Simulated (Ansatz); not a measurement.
System: CTe2, net charge 0, singlet state. 
Geometry from a B3LYP-D3(BJ)/def2-TZVP (Ansatz, a program for electronic structure) optimisation:
```xyz
3

C      0.0000     0.0000     0.0000
Te     0.0000     0.0000    -1.9033
Te     0.0000     0.0000     1.9033
```

Quantity: atomisation energy (electronic, to ground-state atoms), in eV. Valence correlation only, unless marked. UHF or UKS for open shells. Spin-orbit coupling is left out. Frozen are the shells of the preceding noble gas and the d and f shells that filled before the atom's block. Past Kr the def2 sets carry scalar-relativistic core potentials. STO-3G rows are all-electron and non-relativistic. The coupled-cluster limit lacks core correlation, which all-electron functionals hold. CBS(X,Y): correlation extrapolated as X^-3; Hartree-Fock from the larger set.

```tsv
level	program	atomisation energy (eV)
HF/STO-3G	Ansatz	4.51
HF/def2-QZVPPD	Ansatz	3.14
```

Task: What does CCSD(T)/CBS(def2-TZVPPD,def2-QZVPPD) (Ansatz) give?

Result: 8.14 eV
